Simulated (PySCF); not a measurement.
# HoH from Hartree–Fock to correlated methods

State: quintet, about 10.9 electrons in the 4f shell (Mulliken), real f orbitals that mix terms. Set-up: Ho x2c-SVPall, H x2c-SVPall; spin-free X2C with a Gaussian nucleus (PySCF 2.14). De refers to Ho (4f11 6s2) + H in their high-spin ground configurations, without counterpoise correction. The functionals are run spin-unrestricted. A positive dipole means Ho(−)H(+). Levels whose curve was spin-contaminated or gave no clean fit are not listed.

```json
{"Level": "UHF", "Re (Å)": "2.149", "ωe (cm⁻¹)": "1238", "De (eV)": "n/a", "μ (D)": "-3.94"}
{"Level": "UHF-MP2", "Re (Å)": "2.041", "ωe (cm⁻¹)": "1336", "De (eV)": "n/a", "μ (D)": "n/a"}
{"Level": "UHF-SCS-MP2", "Re (Å)": "2.059", "ωe (cm⁻¹)": "1321", "De (eV)": "n/a", "μ (D)": "n/a"}
{"Level": "r²SCAN", "Re (Å)": "2.036", "ωe (cm⁻¹)": "1271", "De (eV)": "1.92", "μ (D)": "-3.14"}
{"Level": "PBE0", "Re (Å)": "2.053", "ωe (cm⁻¹)": "1209", "De (eV)": "1.62", "μ (D)": "-3.20"}
{"Level": "r²SCAN0", "Re (Å)": "2.067", "ωe (cm⁻¹)": "1257", "De (eV)": "1.78", "μ (D)": "-3.51"}
{"Level": "M06-2X", "Re (Å)": "2.101", "ωe (cm⁻¹)": "1177", "De (eV)": "1.44", "μ (D)": "-3.15"}
{"Level": "ωB97X", "Re (Å)": "2.039", "ωe (cm⁻¹)": "1309", "De (eV)": "1.57", "μ (D)": "-3.04"}
```

(1) What does second-order correlation do here, going from UHF to UHF-MP2?

Correlated steps freeze 18 core orbitals. Spin–orbit coupling is left out, which matters for elements this heavy, above all for dissociation energies. Counting both spins, an empty level lies below a filled one in some of these solutions, because spin and occupation are held. With d or f electrons several states lie close, and the lowest PBE0 determinant need not be the measured ground state.

The whole job (state search and all levels along the bond) took about 12 min on 2 threads of Arm Neoverse V2 (shared host), peak memory 3.1 GiB.

## Answers

(1) UHF-MP2 less UHF: -10.8 pm in Re, +7.9 % in ωe. Correlation nearly always deepens the well. The bond shortens, as in weak, metallic or heavy-atom bonds, where dispersion and the correlation of outer-core electrons pull the atoms together.
